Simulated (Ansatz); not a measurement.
The cluster Ag₃⁻, relaxed as a singlet with RKS PBE-D4/def2-TZVPD in Ansatz, starting from the GFN2-xTB geometry. Force threshold 0.02 eV/Å.

In the def2 sets Ag takes a core potential; there is no spin–orbit coupling. The relaxation made no stability test and no search for a lower SCF solution. No other spin state of charge -1 was run. The structure comes from a short search, and lower isomers may exist.

Start:

```tsv
atom	x (Å)	y (Å)	z (Å)
Ag1	-0.605	1.460	-0.020
Ag2	-0.183	-0.592	-1.319
Ag3	0.788	-0.868	1.339
```

```json
{"step": "1", "energy (eV)": "-12002.7232", "largest force component (eV/Å)": "1.051", "SCF passes": "46"}
{"step": "2", "energy (eV)": "-12002.8987", "largest force component (eV/Å)": "0.530", "SCF passes": "36"}
{"step": "3", "energy (eV)": "-12003.0651", "largest force component (eV/Å)": "0.448", "SCF passes": "29"}
{"step": "4", "energy (eV)": "-12003.2556", "largest force component (eV/Å)": "0.391", "SCF passes": "24"}
{"step": "5", "energy (eV)": "-12003.4223", "largest force component (eV/Å)": "0.382", "SCF passes": "23"}
{"step": "6", "energy (eV)": "-12003.5717", "largest force component (eV/Å)": "0.387", "SCF passes": "22"}
{"step": "7", "energy (eV)": "-12003.7067", "largest force component (eV/Å)": "0.338", "SCF passes": "21"}
{"step": "8", "energy (eV)": "-12003.8017", "largest force component (eV/Å)": "0.256", "SCF passes": "21"}
{"step": "9", "energy (eV)": "-12003.8656", "largest force component (eV/Å)": "0.172", "SCF passes": "20"}
{"step": "10", "energy (eV)": "-12003.9011", "largest force component (eV/Å)": "0.077", "SCF passes": "20"}
{"step": "11", "energy (eV)": "-12003.9073", "largest force component (eV/Å)": "0.101", "SCF passes": "20"}
{"step": "12", "energy (eV)": "-12003.9100", "largest force component (eV/Å)": "0.008", "SCF passes": "20"}
```

Force components are those of the run's own axes.

End:

Cartesian coordinates in Å:
```
Ag -1.206 2.123 -1.042
Ag 0.000 -0.001 -0.001
Ag 1.206 -2.122 1.043
```

Bonds lost: Ag1–Ag3 (atoms count from 1). The end is the same structure that another start reached, the lowest one found.

No frequencies were taken in this run, so the end may be a saddle point.

Run time 12 s (4 threads of Arm Neoverse V2 on a shared host).
